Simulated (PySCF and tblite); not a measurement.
Results of a calculation; reference values are marked as such.
C3H4BrF3, numbered as in [F:1][C:2]([F:3])([F:4])[CH2:5][CH2:6][Br:7].

Search: ETKDG and KDG, MMFF94s, GFN2-xTB, 90 starts; geometries at PBE0-D3(BJ)/def2-SVP. Free energies are PBE0-D3(BJ)/def2-TZVP single points with GFN2-xTB rigid-rotor and vibrational terms (modes under about 100 cm⁻¹ blended into free rotors). Symmetry numbers and mirror images are counted. Conformers within 4 kcal/mol (GFN2-xTB free energy) were kept, 7 at most. Programs: PySCF with density fitting and tblite.

Torsions listed: C2–C5–C6–Br7. Of a mirror pair one member is shown.

```json
{"conformer": "1", "shape": "-72°", "symmetry": "C1 (pair)"}
{"conformer": "2", "shape": "180°", "symmetry": "Cs"}
```

Question: Which of these conformers is the most populated at 298.15 K, and with what share?

Answer: Conformer 2, about 90 %.

Question: Give the DFT energies and free energies relative to the lowest, and all weights.

Answer: 
```
conformer  shape  E(DFT) kcal/mol  G(298.15 K) kcal/mol  weight %
        1   -72°             1.54                  1.32       9.8
        2   180°             0.00                  0.00      90.2
```

Question: How does its share change from 180 K to 400 K?

Answer: From 98 % to 83 %; the mixing entropy goes from 0.23 to 1.14 cal/(mol K).
